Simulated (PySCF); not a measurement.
## Ionisation energy of Rh by level of theory

Rh [Kr] 4d8 5s1 [4d3/2^4 4d5/2^4 5s1/2^1, M_J = 9/2] → Rh+ [Kr] 4d8 [4d3/2^4 4d5/2^4, M_J = 4], as a difference of total energies. Computed with PySCF 2.14 in x2c-TZVPall-2c with one added diffuse shell each of s, p, d type (9s10p8d1f, 86 functions), with the two-component X2C-1e Hamiltonian. Correlated levels: [Ar] 3d10 frozen; the 6 highest virtual spinors dropped. "Screened" scales the spin-orbit matrix elements by Boettger's factors to mimic the two-electron term; Breit and QED terms are absent.

```csv
method,ionisation energy (eV)
GHF (spin-free),6.312
GMP2 (spin-free),7.171
GHF (screened spin-orbit),6.312
GMP2 (screened spin-orbit),7.171
```

How much does correlation contribute at GMP2 (screened spin-orbit)?

7.171 − (6.312) = 0.859 eV, measured against GHF (screened spin-orbit).

The spin-free rows relax to the high-spin LS determinant and lack the spin-orbit shift.

Errors of the correlated levels include the incompleteness of this basis and the frozen core.

The labels give the starting determinants; with spin-orbit coupling the two ends relaxed to ⟨J²⟩ = 24.76, ⟨L²⟩ = 12.05, ⟨S²⟩ = 3.75 and ⟨J²⟩ = 20.02, ⟨L²⟩ = 12.06, ⟨S²⟩ = 2.01.

For comparison: 7.459 eV (measured; NIST Atomic Spectra Database, ionization energies).
